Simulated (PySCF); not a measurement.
Start geometry of `[SiH3][SiH2]S[SiH2]Cl` from a GFN2-xTB structure with every atom displaced at random (by about 0.01 Å) (Å):
```
atom  x, y, z in Å
Si1   -1.9432    0.3353    0.1721
Si2   -0.5051   -1.4366    0.1720
S3     1.2793   -1.0093   -1.0003
Si4    2.1686    0.7738   -0.1757
Cl5    1.8710    0.8566    1.8191
H6    -1.5848    1.4031    1.1282
H7    -2.0402    1.0088   -1.1433
H8    -3.2873   -0.1017    0.5252
H9     0.0064   -1.8301    1.5053
H10   -0.9318   -2.6456   -0.5071
H11    3.5406    0.6900   -0.4728
H12    1.4662    1.9274   -0.7376
```

Q: What comes out of this run: PBE0-D3(BJ)/def2-SVP geometry optimisation, gas phase in PySCF?

A: 
```
atom  x, y, z in Å
Si1   -1.802    0.398    0.094
Si2   -0.406   -1.489    0.198
S3     1.471   -1.183   -0.849
Si4    1.982    0.759   -0.141
Cl5    1.930    0.851    1.928
H6    -1.304    1.461    1.016
H7    -1.828    0.917   -1.307
H8    -3.183   -0.003    0.502
H9    -0.148   -1.889    1.613
H10   -1.036   -2.637   -0.520
H11    3.363    1.034   -0.614
H12    1.025    1.789   -0.628
```

The energy falls by 0.312 eV over 8 energy and gradient evaluations, the largest force component goes from 0.0382 to 4.4e-04 Eh/bohr, and the atoms move by 0.258 Å rms after alignment. The bond that changes most is Si4–H11 (chlorine-bound silicon to Si–H hydrogen), which lengthens by 0.079 Å. Bonds longer at the end by more than 0.005 Å: 9 of 11; shorter: 2. Among the angles that change most is Si1–Si2–H10, from 117.5° to 110.2°. Among the dihedrals that turn most is Si2–S3–Si4–Cl5, from 33° to 52°. Rotational constants go from 1871, 1022, 808.1 to 1770, 1067, 836.5 MHz. The orientation of the end geometry is arbitrary; only internal coordinates are fixed.

The run used 125 basis functions and 50 SCF cycles in all. The run took 63 s of wall time on Arm Neoverse V1, one thread, no GPU, shared host with 32 logical CPUs at a one-minute load of 28, and the process peaked at 0.53 GiB of memory.

No frequency check. The numbers are those of one conformer.
